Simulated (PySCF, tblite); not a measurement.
Isomers of C5H6F3S (doublet state), one GFN2-xTB conformer each. Single-point energies are computed at B3LYP/pcH-1 (PySCF, gas phase, no added dispersion term), electronic only. GFN2-xTB treats the open shell by occupation alone, and not every SCF solution was tested for stability.

```json
{"SMILES": "C=C([CH]C)SC(F)(F)F", "GFN2-xTB relative energy (kJ/mol)": "0.0"}
{"SMILES": "F[C](F)[C@@H](F)C1CSC1", "GFN2-xTB relative energy (kJ/mol)": "9.3"}
{"SMILES": "[H]/[C]=C(/CC)SC(F)(F)F", "GFN2-xTB relative energy (kJ/mol)": "89.5"}
{"SMILES": "[CH2]CC(=C)SC(F)(F)F", "GFN2-xTB relative energy (kJ/mol)": "94.2"}
```

Conformers: `[CH2:1]=[C:2]([CH:3][CH3:4])[S:5][C:6]([F:7])([F:8])[F:9]` (doublet state) with C1–C2–C3–C4 3°, C1–C2–S5–C6 -93°; `[F:1][C:2]([F:3])[C@@H:4]([F:5])[CH:6]1[CH2:7][S:8][CH2:9]1` (doublet state) with F1–C2–C4–F5 -11°, C2–C4–C6–C7 -48°, C4–C6–C7–S8 86°, C6–C7–S8–C9 21°, C7–S8–C9–C6 -21°, C4–C6–C9–S8 -86°; `[H]/[C:1]=[C:2](/[CH2:3][CH3:4])[S:5][C:6]([F:7])([F:8])[F:9]` (doublet state) with C1–C2–C3–C4 7°, C1–C2–S5–C6 13°; `[CH2:1][CH2:2][C:3](=[CH2:4])[S:5][C:6]([F:7])([F:8])[F:9]` (doublet state) with H–C1–C2–C3 54° and -118°, C1–C2–C3–C4 -84°, C2–C3–S5–C6 -64°.

Q: What does B3LYP/pcH-1 give for the same structures?

A: 
```tsv
SMILES	B3LYP/pcH-1 E (Eh)	B3LYP/pcH-1 (kJ/mol)	GFN2-xTB (kJ/mol)	point group
C=C([CH]C)SC(F)(F)F	-891.83443	0.0	0.0	C1
[CH2]CC(=C)SC(F)(F)F	-891.80305	82.4	94.2	C1
[H]/[C]=C(/CC)SC(F)(F)F	-891.78658	125.6	89.5	C1
F[C](F)[C@@H](F)C1CSC1	-891.78340	134.0	9.3	C1
```

Both levels put the same isomer lowest; measured from each level's own lowest isomer, the values differ by up to 124.7 kJ/mol (F[C](F)[C@@H](F)C1CSC1: 9.3 against 134.0). As drawn, the highest has a four-membered ring, which the lowest lacks. Neighbours under 21 kJ/mol apart ([H]/[C]=C(/CC)SC(F)(F)F and F[C](F)[C@@H](F)C1CSC1) can change places with a better method, another conformer or zero-point energy.

Q: What happens when harmonic zero-point energies from GFN2-xTB frequencies are added?

A: 
```tsv
SMILES	ZPE (kJ/mol)	electronic (kJ/mol)	with ZPE (kJ/mol)
C=C([CH]C)SC(F)(F)F	254.0	0.0	0.0
[CH2]CC(=C)SC(F)(F)F	252.1	82.4	80.5
[H]/[C]=C(/CC)SC(F)(F)F	254.7	125.6	126.3
F[C](F)[C@@H](F)C1CSC1	267.0	134.0	147.0
```

The zero-point energies span 14.9 kJ/mol. The order is unchanged.
